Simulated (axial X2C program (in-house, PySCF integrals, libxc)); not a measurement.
# Spectroscopic constants of PdP

Computed with an axial X2C code built on PySCF integrals. Spin-free means the one-electron spin-free X2C Hamiltonian; two-component (2c) means X2C with spin–orbit coupling and atomic mean-field two-electron Coulomb and Gaunt terms, so the difference of the two also holds small scalar two-electron terms. Basis: Pd dyall-cv3z [12s12p8d5f3g], P dyall-v3z [8s7p2d1f] (cores contracted in-house); Gaussian nuclei, density fitting, unrestricted open shells. Masses: Pd 105.903 u, P 30.974 u.

Input file and command:
```json
{"zs": [46, 15], "q": 0, "bas": ["dyall-cv3z", "dyall-v3z"], "levels": ["PBE0", "HF", "BP86"], "cc": true, "r0": 2.19, "thr": -2.0, "nmax": 90, "npts": 10, "nst": 2, "ntry": 6}
```
```bash
python so2c.py task.json out
```

Keys: zs atomic numbers; q charge; bas basis sets; levels methods; cc coupled cluster on or off; r0 starting distance in Å; thr threshold in hartree for freezing inner shells (an s shell follows its p shell); nmax most natural virtual spinors; npts points on the curve; nst determinants followed; ntry starts of the search. HF also brings MP2.

State, spin-free: M_S = 3/2, Λ = 0 (beyond evenly filled blocks: σα, π+α, π-α); electrons by block: σα: 14, σβ: 13, π+α: 7, π+β: 6, π-α: 7, π-β: 6, δ+α: 2, δ+β: 2, δ-α: 2, δ-β: 2. Fragments: Pd + P.

State, 2c: Ω = 3/2 (⟨Sz⟩ = 1.49, ⟨Lz⟩ = 0.01 at PBE0); electrons by block: 1/2: 20, -1/2: 20, 3/2: 9, -3/2: 8, 5/2: 2, -5/2: 2. Fragments: Pd + P.

| Hamiltonian | level | Re (Å) | ωe (cm⁻¹) | De (eV) | k (mdyn/Å) | μ (D) |
| --- | --- | --- | --- | --- | --- | --- |
| spin-free | PBE0 | 2.145 | 388.0 | 2.17 | 2.13 | -2.47 |
| spin-free | BP86 | 2.144 | 401.9 | 2.66 | 2.28 | -2.13 |
| 2c | PBE0 | 2.146 | 386.9 | 2.18 | 2.11 | -2.48 |
| 2c | BP86 | 2.144 | 401.5 | 2.67 | 2.28 | -2.12 |

Dipoles are positive if P is the positive end.

Occupations by symmetry block were frozen at the best pattern of an incomplete PBE0 search. Dissociation energies refer to the lowest single-determinant-based atoms at the same level and basis. Density functionals use the spin component along the axis (collinear). PBE0 can misorder states that lie within some tenths of an eV, so this need not be the ground state of the molecule. The nearest other spin-free determinant of the search, M_S = 1/2, Λ = 0, lies 0.25 eV up at the distance of the search. With several unpaired electrons one determinant need not be a pure state. This is the top spin component of a Σ state; components of lower Ω are not single determinants and can lie lower.

No reliable constants came from CCSD (2c), CCSD (spin-free), CCSD(T) (2c), CCSD(T) (spin-free), HF (2c), HF (spin-free), MP2 (2c), MP2 (spin-free): no minimum in range, unconverged points, a curve that is not smooth, a change of character along it, or the two Hamiltonians disagreeing along it.

Rough cost a point (2c) on 1 thread(s) of a shared host, integrals apart: PBE0 2.8 s, BP86 1.3 s.

The whole task took 4.6 min on 1 thread of Arm Neoverse V1, on a shared host.
